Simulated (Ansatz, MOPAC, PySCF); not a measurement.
Dimer: C2H4 (SMILES C=C) (first 6 atoms) with CH6Si (SMILES C[SiH3]); geometry from B3LYP-D3(BJ)/def2-TZVP, rigid monomers moved along the line of their centres of mass till H3···Si8 is 4.65 Å.
(charge 0, multiplicity 1):
```xyz
14

C      0.49074    -0.01534     0.01816
C     -0.80891     0.21796     0.12473
H      1.21802     0.54424     0.59331
H      0.88059    -0.77580    -0.64766
H     -1.53757    -0.34112    -0.44987
H     -1.19579     0.97848     0.79195
C     -0.66366    -1.08665     5.10372
Si     0.62987     0.26630     5.19455
H     -1.61779    -0.74029     5.50529
H     -0.35226    -1.96019     5.67945
H     -0.81900    -1.39466     4.06915
H      0.19894     1.46381     4.43210
H      1.92173    -0.19789     4.63315
H      0.85900     0.67777     6.60199
```

Interaction energies are E(AB) − E(A) − E(B) at the monomers' geometry in the complex; basis-set methods are counterpoise corrected. Rows marked so take none.

Cores are frozen in the correlated methods. Rows in 6-31G* carry no dispersion term and start afresh at each structure (6-31G* with six Cartesian d functions). The state that PM7 reach isn't checked; PM7 holds dispersion and hydrogen-bond terms.

Codes used: Ansatz (a first-principles code) with Gaussian orbitals; MOPAC for PM7 (differences of heats of formation); PySCF for 6-31G* rows. Values without a source in brackets are computed.

Task: Give the interaction energy at the level PM7.

Result: -0.5 kcal/mol
